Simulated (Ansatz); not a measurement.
A nudged elastic band was laid between two geometries of AsH3 + GeH3 (8 atoms, charge 0, multiplicity 2).

These are results of UKS BLYP/def2-SVP (Ansatz 0.2.0), not measurements.

| Property | Result |
| --- | --- |
| movable images | 5 |
| climbing image | yes |
| spring | 5.0 eV/Å² |
| optimiser | quadratic models (default) |
| start path | through a guess of the saddle point |
| force threshold | 0.03 eV/Å |
| iteration limit | 60 |
| end points | relaxed |

Initial state:

```xyz
8
Properties=species:S:1:pos:R:3
H 0.527 -0.210 0.984
As 1.618 -0.023 2.080
Ge -1.354 -0.300 -1.228
H 1.498 1.515 1.989
H 2.740 -0.035 1.016
H -2.811 -0.236 -0.668
H -1.082 0.922 -2.162
H -1.136 -1.634 -2.010
```

Final state:

```xyz
8
Properties=species:S:1:pos:R:3
H -0.390 -0.309 0.099
As 2.044 0.067 2.416
Ge -1.328 -0.330 -1.138
H 1.690 1.552 2.144
H 2.905 0.029 1.127
H -2.805 -0.256 -0.668
H -1.013 0.888 -2.046
H -1.103 -1.641 -1.935
```

Which bonds break or form, and what moves?

Bonds broken: H1–As2. Bonds formed: H1–Ge3. AsH3 + GeH3 becomes AsH2 + GeH4.

What energy profile does the band end with?

The run converged. The highest image is number 0 of 0 to 6, 0.0 kcal/mol above the first end and 8.9 kcal/mol above the last; the last end lies 8.9 kcal/mol below the first. The highest image is an end point: on this band no image between the ends rises above it.

```json
{"image": "0", "path coordinate (Å)": "0.00", "energy (kcal/mol)": "0.0", "H1–As2 (Å)": "1.56", "H1–Ge3 (Å)": "2.91"}
{"image": "1", "path coordinate (Å)": "0.15", "energy (kcal/mol)": "0.0", "H1–As2 (Å)": "1.56", "H1–Ge3 (Å)": "2.79"}
{"image": "2", "path coordinate (Å)": "0.62", "energy (kcal/mol)": "-0.1", "H1–As2 (Å)": "1.60", "H1–Ge3 (Å)": "2.40"}
{"image": "3", "path coordinate (Å)": "1.09", "energy (kcal/mol)": "-2.1", "H1–As2 (Å)": "1.97", "H1–Ge3 (Å)": "1.83"}
{"image": "4", "path coordinate (Å)": "1.56", "energy (kcal/mol)": "-8.4", "H1–As2 (Å)": "2.62", "H1–Ge3 (Å)": "1.57"}
{"image": "5", "path coordinate (Å)": "2.04", "energy (kcal/mol)": "-8.8", "H1–As2 (Å)": "3.00", "H1–Ge3 (Å)": "1.56"}
{"image": "6", "path coordinate (Å)": "2.51", "energy (kcal/mol)": "-8.9", "H1–As2 (Å)": "3.38", "H1–Ge3 (Å)": "1.55"}
```

The band took 7 iterations and about 2.6 core-minutes.

Run time: 81 s on 2 threads of Arm Neoverse V1 (shared host), peak memory 0.17 GiB.
